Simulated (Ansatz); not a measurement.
Ansatz (an electronic-structure program) input (CCSD(T)/aug-cc-pVDZ):

Ansatz 0.2 input:
```yaml
crystal:
  periodic: [false, false, false]
  atoms:
    - {symbol: C, position_ang: [-0.00000000, -0.00000000, -0.51434260]}
    - {symbol: O, position_ang: [0.00000000, 0.00000000, 0.58709749]}
    - {symbol: H, position_ang: [-0.00000000, -0.00000000, -1.61072432]}
basis:
  gaussian:
    orbitals: aug-cc-pVDZ
total_charge: 1
magnetization: {spin_polarized: false}
correlation: {method: ccsd_t, electrons: outside_noble_gas}
output: {forces: true}
```

End of the output:

```
cycle   2  -8.39488378 eV  change   -3.1e-1 eV  update   3.0e-2
cycle   3  -8.48926554 eV  change   -9.4e-2 eV  update   1.5e-2
cycle   4  -8.48041356 eV  change    8.9e-3 eV  update   3.0e-3
cycle   5  -8.48354239 eV  change   -3.1e-3 eV  update   1.1e-3
cycle   6  -8.48397010 eV  change   -4.3e-4 eV  update   2.0e-4
cycle   7  -8.48399280 eV  change   -2.3e-5 eV  update   6.2e-5
cycle   8  -8.48402847 eV  change   -3.6e-5 eV  update   1.9e-5
cycle   9  -8.48402938 eV  change   -9.2e-7 eV  update   4.5e-6
perturbative correction -0.32983812 eV, -0.0121213274 hartree
the calculation of the forces begins
Total energy: -3083.22705026 eV, -113.3065042108 hartree
Atom 0 at    -0.000000    -0.000000    -0.514343 Å, force    -0.000000    -0.000000    -2.715707 eV/Å
Atom 1 at     0.000000     0.000000     0.587097 Å, force     0.000000    -0.000000     3.020771 eV/Å
Atom 2 at    -0.000000    -0.000000    -1.610724 Å, force     0.000000     0.000000    -0.305064 eV/Å
Dipole moment:     0.000000    -0.000000    -0.747893 e Å
```

It need not be the lowest isomer of its formula.
